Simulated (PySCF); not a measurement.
Order these species by their calculated properties.

Each SMILES stands for a single optimised conformer of the isolated species, non-relativistic unless stated; the electronic structure was computed with PySCF and density fitting.

The conformers computed, where there is a choice (atom-mapped SMILES and torsion angles):
- `[CH3:1][O:2][c:3]1[n:4][n:5][c:6]([SiH3:7])[o:8]1`: C1–O2–C3–N4 1°
- `[SiH3:1][O:2][CH2:3][c:4]1[n:5][cH:6][n:7][o:8]1`: Si1–O2–C3–C4 50°, O2–C3–C4–N5 -48°
- `[CH3:1][SiH2:2][O:3][c:4]1[n:5][cH:6][n:7][o:8]1`: C1–Si2–O3–C4 -62°, Si2–O3–C4–N5 -1°
- `[CH:1]#[C:2][Si@@:3]([NH2:4])([OH:5])[NH:6][CH:7]=[O:8]`: C2–Si3–N6–C7 -101°, Si3–N6–C7–O8 -3°, H–N4–Si3–C2 42°, H–N4–Si3–C2 178°, H–O5–Si3–C2 93°
- `[CH3:1][C:2](=[O:3])[O:4][Si@@H:5]([NH2:6])[C:7]#[N:8]`: C1–C2–O4–Si5 -179°, C2–O4–Si5–N6 -29°, H–N6–Si5–O4 177°, H–N6–Si5–O4 29°
- `[CH3:1][SiH2:2][O:3][c:4]1[n:5][cH:6][o:7][n:8]1`: C1–Si2–O3–C4 178°, Si2–O3–C4–N5 1°
- `[O:1]=[CH:2][CH2:3][C:4]([F:5])([F:6])[F:7]`: O1–C2–C3–C4 -144°, C2–C3–C4–F5 61°
- `[CH3:1][S:2][SiH2:3][F:4]`: C1–S2–Si3–F4 48°
- `[N:1]#[C:2][Si@@H:3]([NH2:4])[CH2:5][C:6](=[O:7])[OH:8]`: C2–Si3–C5–C6 52°, Si3–C5–C6–O7 82°, H–N4–Si3–C2 164°, H–N4–Si3–C2 -53°, H–O8–C6–C5 176°

(1) Rank by HOMO–LUMO gap, highest first (wB97X-D/def2-SVPD at GFN2-xTB geometries).
A. `[SiH3]OCc1ncno1`
B. `c1(nnc(o1)OC)[SiH3]`
C. `C[SiH2]Oc1ncno1`
D. `C#C[Si@@](N)(O)NC=O`

(2) Rank by lowest triplet excitation (Tamm–Dancoff), highest first (TDA wB97X-D/def2-SVPD at GFN2-xTB geometries).
A. `COc1nnc([SiH3])o1`
B. `C[SiH2]Oc1ncon1`
C. `[SiH3]OCc1ncno1`
D. `C#C[Si@@](N)(O)NC=O`
E. `CC(=O)O[Si@@H](N)C#N`

(3) By how much do the two ends of that ranking differ?

(4) Rank by smallest rotational constant, lowest first (GFN2-xTB).
A. `CS[SiH2]F`
B. `O=CCC(F)(F)F`
C. `COc1nnc([SiH3])o1`
D. `n1cnc(o1)CO[SiH3]`
E. `C([Si@](N)(NC=O)O)#C`

(5) Give the two extremes of that set in cm⁻¹.

(6) Rank by lowest singlet excitation, lowest first (TDDFT wB97X-D/def2-SVPD at GFN2-xTB geometries).
A. `C[SiH2]Oc1ncno1`
B. `[SiH3]OCc1ncno1`
C. `COC1=NN=C([SiH3])O1`
D. `C[SiH2]Oc1ncon1`

(7) By how much do the two ends of that ranking differ?

(8) Rank by HOMO energy, highest first (wB97X-D/def2-SVPD at GFN2-xTB geometries).
A. `O=C(C)O[Si@@H](N)C#N`
B. `[SiH3]OCc1ncno1`
C. `C[SiH2]Oc1ncon1`
D. `COc1nnc([SiH3])o1`
E. `C#C[Si@@](N)(O)NC=O`

(9) Give the two extremes of that set in hartree.

(10) Rank by dipole moment, highest first (wB97X-D/def2-SVPD at GFN2-xTB geometries).
A. `C[SiH2]Oc1ncno1`
B. `C[SiH2]Oc1ncon1`
C. `N#C[Si@@H](N)CC(=O)O`
D. `C#C[Si@@](N)(O)NC=O`
E. `COC1=NN=C([SiH3])O1`

(11) Give the two extremes of that set in atomic units.

Answers

(1) D (11.28 eV), C (11.17 eV), A (11.04 eV), B (10.42 eV).

(2) E (5.39 eV), D (5.19 eV), C (4.72 eV), B (4.58 eV), A (4.44 eV).

(3) By 0.95 eV, between `CC(=O)O[Si@@H](N)C#N` and `COc1nnc([SiH3])o1`.

(4) C (0.808 GHz), D (0.919 GHz), E (1.133 GHz), B (1.590 GHz), A (2.373 GHz).

(5) `COc1nnc([SiH3])o1`: 0.0270 cm⁻¹; `CS[SiH2]F`: 0.0791 cm⁻¹.

(6) C (5.81 eV), B (6.19 eV), D (6.32 eV), A (6.62 eV).

(7) By 0.81 eV, between `C[SiH2]Oc1ncno1` and `COc1nnc([SiH3])o1`.

(8) D (-9.28 eV), C (-9.74 eV), E (-9.88 eV), A (-10.24 eV), B (-10.35 eV).

(9) `[SiH3]OCc1ncno1`: -0.380 Eh; `COc1nnc([SiH3])o1`: -0.341 Eh.

(10) C (4.34 D), D (3.66 D), A (3.36 D), B (2.38 D), E (1.98 D).

(11) `COc1nnc([SiH3])o1`: 0.78 au; `N#C[Si@@H](N)CC(=O)O`: 1.71 au.

wB97X-D is run here without its empirical dispersion term; that term would change no orbital, density or response property at a fixed geometry.
